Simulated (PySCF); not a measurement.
OZr, SMILES [O]=[Zr], multiplicity 1. Heavy atoms are numbered as in [Zr:1]=[O:2].

Geometry: B3LYP-D3(BJ)/def2-TZVPD. The spin state was assumed, not searched. The def2 effective core potentials stand for the cores of Zr; spin–orbit coupling is left out.

These are PBE0/def2-TZVPD (PySCF) values and carry that method's errors.

Mulliken values depend strongly on the basis, most of all with diffuse functions as here. ESP charges are fitted to the potential on shells at 1.4 to 2.0 van der Waals radii. Atomic charges (e), one atom of each kind:

| atom | ESP fit | Mulliken |
|---|---|---|
| Zr1 | 0.34 | 0.61 |
| O2 | -0.34 | -0.61 |
